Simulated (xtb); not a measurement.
Cl$_{5}$W (SMILES [Cl][W]([Cl])([Cl])([Cl])[Cl]), doublet, at a GFN2-xTB geometry (such geometries of metal compounds can be far from the true shape) (the multiplicity is a formal guess); GFN1-xTB in xtb 6.7.1.

Here is a job for xtb.
```
$ xtb mol.xyz --gfn 1 --uhf 1 --etemp 10000 --json

# file mol.xyz
6

W     -0.00000000    -0.00000000    -0.00000000
Cl     1.86471109    -0.42629472    -1.13039827
Cl     0.91139822    -0.99847101     1.87998987
Cl    -0.91139822     0.99847101    -1.87998987
Cl    -1.65420871    -1.48326246     0.01417471
Cl    -0.21050239     1.90955718     1.11622355
```

**Question.** Predict the main parts of the log of this xtb run.

**Answer.** 
```
   ID    Z sym.   atoms
    1   74 W      1
    2   17 Cl     2-6

           -------------------------------------------------
          |                Calculation Setup                |
           -------------------------------------------------

           -------------------------------------------------
          |                 G F N 1 - x T B                 |
           -------------------------------------------------

          ...................................................
          :                      SETUP                      :
          :.................................................:
          :  # basis functions                  60          :
          :  # atomic orbitals                  54          :
          :  # shells                           18          :
          :  # electrons                        41          :
          :  # halogen bonds                     0          :
          :  max. iterations                   250          :
          :  Hamiltonian                  GFN1-xTB          :
          :  restarted?                      false          :
          :  GBSA solvation                  false          :
          :  PC potential                    false          :
          :  electronic temp.        10000.0000000     K    :
          :  accuracy                    1.0000000          :
          :  -> integral cutoff          0.2500000E+02      :
          :  -> integral neglect         0.1000000E-07      :
          :  -> SCF convergence          0.1000000E-05 Eh   :
          :  -> wf. convergence          0.2000000E-04 e    :
          :  Broyden damping             0.4000000          :
          :  net charge                          0          :
          :  unpaired electrons                  1          :
          ...................................................

 iter      E             dE          RMSdq      gap      omega  full diag
   1    -23.8619338 -0.238619E+02  0.724E+00    0.00       0.0  T
   2    -23.8665640 -0.463024E-02  0.435E+00    0.00       1.0  T
   3    -23.8667155 -0.151484E-03  0.771E-01    0.00       1.0  T
   4    -23.8667694 -0.539145E-04  0.474E-02    0.00       1.0  T
   5    -23.8667712 -0.180570E-05  0.157E-02    0.00       2.6  T
   6    -23.8667712  0.170506E-08  0.349E-03    0.00      11.7  T
   7    -23.8667712 -0.569537E-08  0.380E-05    0.00    1074.2  T
   8    -23.8667712 -0.753175E-12  0.248E-06    0.00   16435.2  T

   *** convergence criteria satisfied after 8 iterations ***

         :::::::::::::::::::::::::::::::::::::::::::::::::::::
         ::                     SUMMARY                     ::
         :::::::::::::::::::::::::::::::::::::::::::::::::::::
         :: total energy             -23.825311120283 Eh    ::
         :: gradient norm              0.050696069476 Eh/a0 ::
         :: HOMO-LUMO gap              0.000000006972 eV    ::
         ::.................................................::
         :: SCC energy               -23.866771212057 Eh    ::
         :: -> electrostatic           0.038649156213 Eh    ::
         :: repulsion energy           0.046518661983 Eh    ::
         :: dispersion energy         -0.005058570210 Eh    ::
         :: halogen bond corr.         0.000000000000 Eh    ::
         :: add. restraining           0.000000000000 Eh    ::
         :: total charge              -0.000000000000 e     ::
         :::::::::::::::::::::::::::::::::::::::::::::::::::::

           -------------------------------------------------
          |                Property Printout                |
           -------------------------------------------------

    * Orbital Energies and Occupations

         #    Occupation            Energy/Eh            Energy/eV
      -------------------------------------------------------------
         1        2.0000           -0.9657218             -26.2786
       ...           ...                  ...                  ...
         9        1.9816           -0.5405952             -14.7103
        10        1.9816           -0.5405952             -14.7103
        11        1.9765           -0.5326536             -14.4942
        12        1.9748           -0.5304163             -14.4334
        13        1.9718           -0.5268586             -14.3366
        14        1.9718           -0.5268586             -14.3366
        15        1.9501           -0.5083226             -13.8322
        16        1.9283           -0.4963787             -13.5072
        17        1.9283           -0.4963787             -13.5072
        18        1.9152           -0.4908009             -13.3554
        19        1.9152           -0.4908009             -13.3554
        20        1.9095           -0.4886333             -13.2964
        21        0.6632           -0.3630750              -9.8798 (HOMO)
        22        0.6632           -0.3630750              -9.8798 (LUMO)
        23        0.1534           -0.3038379              -8.2678
        24        0.1534           -0.3038379              -8.2678
        25        0.0066           -0.2013304              -5.4785
        26        0.0002           -0.0882153              -2.4005
        27        0.0002           -0.0882153              -2.4005
        28        0.0002           -0.0878226              -2.3898
        29        0.0002           -0.0878226              -2.3898
        30        0.0002           -0.0873780              -2.3777
        31        0.0002           -0.0871293              -2.3709
        32        0.0002           -0.0871293              -2.3709
       ...           ...                  ...                  ...
        54                          0.7036351              19.1469
      -------------------------------------------------------------
                  HL-Gap            0.0000000 Eh            0.0000 eV
             Fermi-level           -0.3871882 Eh          -10.5359 eV

  Mulliken/CM5 charges         n(s)   n(p)   n(d)
     1W     0.98443  1.38963   0.363  0.880  3.773
     2Cl   -0.16148 -0.24983   1.874  5.282  0.006
     3Cl   -0.25000 -0.32007   1.881  5.370 -0.001
     4Cl   -0.25000 -0.32007   1.881  5.370 -0.001
     5Cl   -0.16148 -0.24983   1.874  5.282  0.006
     6Cl   -0.16148 -0.24983   1.874  5.282  0.006

Wiberg/Mayer (AO) data.
largest (>0.10) Wiberg bond orders for each atom

 ---------------------------------------------------------------------------
     #   Z sym  total        # sym  WBO       # sym  WBO       # sym  WBO
 ---------------------------------------------------------------------------
     1  74 W    4.846 --     2 Cl   1.062     6 Cl   1.062     5 Cl   1.062
                             3 Cl   0.829     4 Cl   0.829
     2  17 Cl   1.160 --     1 W    1.062
     3  17 Cl   0.918 --     1 W    0.829
     4  17 Cl   0.918 --     1 W    0.829
     5  17 Cl   1.160 --     1 W    1.062
     6  17 Cl   1.160 --     1 W    1.062
 ---------------------------------------------------------------------------

Topologies differ in total number of bonds
Writing topology from bond orders to xtbtopo.mol

 dipole moment from electron density (au)
     X       Y       Z
   0.0000   0.0000   0.0000  total (Debye):    0.000

           -------------------------------------------------
          | TOTAL ENERGY              -23.825311120283 Eh   |
          | GRADIENT NORM               0.050696069476 Eh/α |
          | HOMO-LUMO GAP               0.000000006972 eV   |
           -------------------------------------------------

normal termination of xtb
```
